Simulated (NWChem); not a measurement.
A series in which one site is exchanged, each optimised at PBE0/def2-SVP with NWChem, gas phase unless a solvent is named. This build's default masses of Se (78.918 u) and Br (79.917 u) are each other's, which moves their modes by up to 0.6 %.

A: C[SiH](Br)Br (CH4Br2Si; site = Br)
B: C[SiH](Br)F (CH$_{4}$BrFSi; site = F)
C: C[SiH2]Br (CH5BrSi; site = H)
D: [SiH](Cl)(Br)C (CH₄BrClSi; site = Cl)

### Question
Rank them by orbital gap (eV), PBE0/def2-SVP, lowest first.

### Answer
A (8.26), C (8.50), D (8.71), B (9.21)
